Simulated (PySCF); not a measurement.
# How methods differ on the excitation energy of Rh

Rh [Kr] 4d8 5s1 (4F) → Rh [Kr] 4d8 5p1 (high-spin determinant), as a difference of total energies. All numbers are calculated (PySCF 2.14, scalar relativity by spin-free X2C-1e, in ANO-RCC-VTZP). Correlated levels: valence: [Kr] frozen; valence and next inner shell: [Ar] 3d10 frozen. The calculations carry no spin-orbit coupling.

```json
{"method": "UHF", "excitation energy (eV)": "3.584"}
{"method": "PBE", "excitation energy (eV)": "3.924"}
{"method": "PBE0", "excitation energy (eV)": "3.848"}
{"method": "r2SCAN", "excitation energy (eV)": "3.902"}
{"method": "r2SCAN0", "excitation energy (eV)": "3.859"}
{"method": "BP86", "excitation energy (eV)": "3.953"}
{"method": "wB97X-V", "excitation energy (eV)": "3.813"}
{"method": "MP2 (valence)", "excitation energy (eV)": "3.928"}
{"method": "MP2 (valence and next inner shell)", "excitation energy (eV)": "4.031"}
{"method": "SCS-MP2 (valence and next inner shell)", "excitation energy (eV)": "3.946"}
```

Question: Estimate what LDA gives.

Answer: 4.063 eV, closest to MP2 (valence and next inner shell) among the rows shown.

Question: Estimate what SCS-MP2 (valence) gives.

Answer: 3.862 eV, closest to r2SCAN0 among the rows shown.

A first-order spin-orbit estimate (lowest level to lowest level, LS coupling) adds 0.055 eV.

The basis was made for the ground configuration and has no added diffuse functions, so the excitation energy can come out too high.

The determinant of the upper state mixes LS terms, which raises its energy above the lowest term, most at the Hartree-Fock and MP2 levels.
